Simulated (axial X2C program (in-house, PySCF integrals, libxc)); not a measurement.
**Potential curves of KN⁺, two-component**

Computed with an in-house all-electron X2C program for linear molecules (integrals from PySCF). Two-component (2c) means X2C with spin–orbit coupling and atomic mean-field two-electron Coulomb and Gaunt terms. Basis: K dyall-cv3z [11s12p6d3f], N dyall-av3z [7s7p3d2f] (cores contracted in-house); Gaussian nuclei, density fitting, unrestricted open shells. Masses: K 38.964 u, N 14.003 u.

State: Ω = 3/2 (⟨Sz⟩ = 1.50, ⟨Lz⟩ = 0.00 at PBE0). Energies in cm⁻¹ from the fragments at the same level (K+ + N). Fits are polynomials in 1 − R0/R over 0.85 to 1.23 times the lowest point R0.

```json
{"R (Å)": "2.7292", "PBE0": "-228", "PW91": "-378", "CCSD(T)": "", "HF": "211"}
{"R (Å)": "2.8547", "PBE0": "-463", "PW91": "-611", "CCSD(T)": "-417", "HF": "-126"}
{"R (Å)": "2.9488", "PBE0": "-552", "PW91": "-698", "CCSD(T)": "-508", "HF": "-271"}
{"R (Å)": "3.0429", "PBE0": "-592", "PW91": "-737", "CCSD(T)": "-547", "HF": "-355"}
{"R (Å)": "3.1370", "PBE0": "-600", "PW91": "-743", "CCSD(T)": "-553", "HF": "-398"}
{"R (Å)": "3.2468", "PBE0": "-585", "PW91": "-724", "CCSD(T)": "-533", "HF": "-414"}
{"R (Å)": "3.3566", "PBE0": "-552", "PW91": "-686", "CCSD(T)": "-497", "HF": "-407"}
{"R (Å)": "3.4978", "PBE0": "-499", "PW91": "-625", "CCSD(T)": "-441", "HF": "-380"}
{"R (Å)": "3.6703", "PBE0": "-430", "PW91": "-543", "CCSD(T)": "", "HF": "-337"}
{"R (Å)": "3.9213", "PBE0": "-337", "PW91": "-430", "CCSD(T)": "", "HF": "-271"}
```

Correlated methods: 13 electrons correlated (number of frozen shells: K 2 s, 1 p; N 1 s), 239 virtual spin orbitals or spinors in MP2, 89 natural virtuals in coupled cluster.

One determinant describes the state; a PBE0 search over occupations chose it and may have missed a lower one. Dissociation energies refer to the lowest single-determinant-based atoms at the same level and basis. Density functionals use the spin component along the axis (collinear). CCSD and (T) use frozen natural virtuals with an MP2 correction for the truncation; (T) itself is uncorrected, so its De runs slightly low. With several unpaired electrons one determinant need not be a pure state. This is the top spin component of a Σ state; components of lower Ω are not single determinants and can lie lower. Coupled cluster ran on the points near the minimum only. MP2 and coupled cluster on one determinant become unreliable at the stretched end.

Task: Fit the PBE0 curve near its minimum: give the equilibrium distance, the harmonic wavenumber and the well depth.

Result: At PBE0, 2c: Re = 3.121 Å, ωe ≈ 90.8 cm⁻¹, De = 0.07 eV to K+ + N; Be follows as 0.168 cm⁻¹.

Task: What are Re, ωe and De at the PW91 level?

Result: At PW91, 2c: Re = 3.111 Å, ωe ≈ 94.7 cm⁻¹, De = 0.09 eV to K+ + N; Be follows as 0.169 cm⁻¹.

Task: What are Re, ωe and De at the CCSD(T) level?

Result: At CCSD(T), 2c: Re = 3.109 Å, ωe ≈ 94.5 cm⁻¹, De = 0.07 eV to K+ + N; Be follows as 0.169 cm⁻¹.

Task: What are Re, ωe and De at the HF level?

Result: At HF, 2c: Re = 3.260 Å, ωe ≈ 75.2 cm⁻¹, De = 0.05 eV to K+ + N; Be follows as 0.154 cm⁻¹.
